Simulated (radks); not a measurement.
Valence configurations of neutral lead. All-electron calculation, Dirac Kohn-Sham, LDA (Slater exchange, Perdew-Wang correlation), spin-unpolarised, spherical densities, finite nucleus; open shells fill j = l - 1/2 first; Fermi nuclear charge, rms radius 5.5012 fm. Program: a radial shooting solver on a logarithmic mesh with Libxc functionals. Energies are relative to [Hg] 6p2; eigenvalues in eV.

valence                    E (eV)  e(4f5/2)  e(4f7/2)  e(5d3/2)  e(5d5/2)  e(6p1/2)
[Hg] 6p2                    0.000   -134.53   -129.50   -21.762   -19.168    -4.224
[Xe] 4f14 5d9.5 6s2 6p2.5   8.606   -137.54   -132.51   -24.096   -21.437    -4.973
[Xe] 4f14 5d9.5 6s1 6p3.5  18.106   -139.55   -134.52   -25.970   -23.288    -5.917
[Xe] 4f14 5d10 6s1 6p3      8.946   -136.63   -131.60   -23.741   -21.124    -5.237
[Xe] 4f14 5d9 6s1.5 6p3.5  23.024   -141.54   -136.50   -27.302   -24.567    -6.145
[Xe] 4f14 5d9 6s2 6p3      18.065   -140.55   -135.51   -26.389   -23.665    -5.687
[Xe] 4f13 5d9.5 6s2 6p3.5  146.86   -157.10   -151.92   -30.516   -27.543    -6.439
[Xe] 4f12 5d10 6s2 6p4     290.06   -174.12   -168.80   -34.760   -31.539    -7.191
[Xe] 4f13 5d10 6s2 6p3     135.74   -154.01   -148.83   -28.178   -25.271    -5.737
[Xe] 4f12 5d9 6s2 6p5      318.45   -180.48   -175.14   -39.458   -36.106    -8.534

NIST lists [Hg] 6p2 as the ground configuration; this level of theory agrees among the configurations tried. The energies are those of spherical spin-averaged densities, not of single terms.
